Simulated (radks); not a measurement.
Results of a calculation; reference values are marked as such.
The table gives one normalised radial function P(r) = r R(r) of Li2+ in 1s1 (r in bohr). Level of theory: non-relativistic Kohn-Sham, exchange-only LDA, spin-polarised, spherical densities, point nucleus; open shells are filled with parallel spins first (a radial shooting solver on a logarithmic mesh with Libxc functionals).

r	P
0.03858	0.3527
0.04491	0.4028
0.05228	0.4587
0.06086	0.5203
0.07085	0.5878
0.08249	0.6608
0.09603	0.7386
0.1118	0.8200
0.1301	0.9034
0.1515	0.9863
0.1764	1.0656
0.2053	1.1374
0.239	1.1970
0.2783	1.2394
0.324	1.2592
0.3771	1.2515
0.4391	1.2127
0.5111	1.1410
0.595	1.0375
0.6927	0.9069
0.8064	0.7571
0.9388	0.5992
1.093	0.4459
1.272	0.3089
1.481	0.1970
1.724	0.1141
2.007	0.0592

Which n and l does it have? It may be an empty orbital.

Answer. n = 1, l = 0: the number of nodes gives n - l - 1 = 0, the rise at small r (about r^(l+1)) gives l, and the extent must fit the shell. The curve is that of 1s up; the table hardly tells the two spins apart. 1s up: eigenvalue -100.99 eV, 0 radial nodes, <r> = 0.511 bohr, 90 % of the charge inside 0.910 bohr.
